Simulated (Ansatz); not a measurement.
`BB(N)[SiH3]` → `BBN` + `[SiH2]`  (silylene loss)

Gas-phase electronic energies from Ansatz, PBE0-D4/def2-TZVP geometries. CBS: MP2 limit from def2 TZ/QZ plus the TZ coupled-cluster correction, frozen cores. This one scheme is used for every species. DFT in def2-TZVPP. Each species was taken in one conformer, which may not be the lowest.

```json
{"level": "ωB97M-V", "ΔE (kcal/mol)": "52.7"}
{"level": "RPA@PBE/def2-TZVPP", "ΔE (kcal/mol)": "48.6"}
```

(1) What does CCSD(T)/CBS give? (Best estimate.)

(2) What do rigid-rotor, harmonic-oscillator terms from PBE0-D4/def2-TZVP frequencies (298.15 K, 1 bar) make of the CCSD(T)/CBS value? (Best estimate.)

Largest T1 diagnostic among the species: 0.014.

Answers

(1) Computed: +54.2 kcal/mol. The listed levels differ from it by -1.5, -5.6 kcal/mol.

(2) Ansatz gave: ΔZPE = -3.1 kcal/mol, ΔH = +52.0 kcal/mol, ΔS = 139 J/(mol·K), ΔG = +42.1 kcal/mol. Modes under 50 cm⁻¹ make the entropy rough.

At CCSD(T), def2-SVP lies −2.8 kcal/mol from the extrapolated value and def2-TZVPP −1.4 kcal/mol. In def2-TZVPP, CCSD(T) changes the Hartree–Fock value by +6.7 kcal/mol (the triples alone add +1.7 kcal/mol) and MP2 by +10.2 kcal/mol. Leaving LDA and LC-ωPBE aside and taking each functional with its dispersion term where it has one, the values, not all of them listed here, spread over 8.2 kcal/mol, from BLYP-D4 to r2SCAN-D4. LDA lies +8.5 kcal/mol from PBE without D4.
